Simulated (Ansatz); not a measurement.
Worked example: vertical energy of the triplet above the singlet of CH3ClOZn (SMILES [OH][Zn][CH2]Cl)

CH3ClOZn: 7 atoms, total charge 0, spin state singlet. As SMILES, `[OH][Zn][CH2]Cl`. The shape is that of a PBE0-D4/def2-TZVP optimisation.

Both states at this one shape; open shells run unrestricted unless said. 1 Eh = 27.2114 eV.

```
                             level  program  singlet CH3ClOZn (Eh)  triplet CH3ClOZn (Eh)
                          HF/3-21G   Ansatz           -2340.152126           -2339.984611
   HF/6-31G* (spherical functions)   Ansatz           -2351.446581           -2351.269062
SVWN5/6-31G* (spherical functions)   Ansatz           -2349.095504           -2348.914380
  PBE/6-31G* (spherical functions)   Ansatz           -2353.790109           -2353.611398
```

Work out the vertical gap, second state less first, at each level.


1. HF/3-21G: -2339.984611 − (-2340.152126) = 0.167515 Eh = 4.56 eV.
2. HF/6-31G* (spherical functions): -2351.269062 − (-2351.446581) = 0.177519 Eh = 4.83 eV.
3. SVWN5/6-31G* (spherical functions): -2348.914380 − (-2349.095504) = 0.181124 Eh = 4.93 eV.
4. PBE/6-31G* (spherical functions): -2353.611398 − (-2353.790109) = 0.178711 Eh = 4.86 eV.

No measured value is set beside it here; the levels span 4.56 to 4.93 eV. Hartree–Fock favours the state with fewer electron pairs, since it lacks pair correlation.
